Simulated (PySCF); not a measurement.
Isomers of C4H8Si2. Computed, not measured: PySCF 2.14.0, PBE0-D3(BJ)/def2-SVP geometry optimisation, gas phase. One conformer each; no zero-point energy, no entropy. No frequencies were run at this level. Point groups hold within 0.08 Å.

Question: Order them by energy at this level, lowest first, and give relative energies in kJ/mol.
A. `C1=C[SiH2]C=C[SiH2]1`
B. `[CH2:1]=[CH:2][SiH2:3][C:4]#[C:5][SiH3:6]` with C1–C2–Si3–C4 -124°

Answer: A (0.0), B (138.6).

As drawn, the higher has a C≡C bond, which the lower lacks.

| SMILES | E (Eh) | E rel (kJ/mol) | dipole (D) | point group | A, B, C (MHz) |
| --- | --- | --- | --- | --- | --- |
| C1=C[SiH2]C=C[SiH2]1 | -735.46527 | 0.0 | 0.05 | near D2h | 3498, 2182, 1387 |
| C=C[SiH2]C#C[SiH3] | -735.41249 | 138.6 | 0.90 | C1 | 6924, 711.7, 667.8 |

Q: How do the relative energies change in single points at wB97X-D/def2-SVPD (no added dispersion term) on the same geometries?

A: 
| SMILES | PBE0-D3(BJ)/def2-SVP (kJ/mol) | wB97X-D/def2-SVPD (kJ/mol) | shift |
| --- | --- | --- | --- |
| C1=C[SiH2]C=C[SiH2]1 | 0.0 | 0.0 | 0.0 |
| C=C[SiH2]C#C[SiH3] | 138.6 | 121.4 | -17.2 |

Each column counts from its own lowest isomer. The order is unchanged; the largest shift is 17.2 kJ/mol.
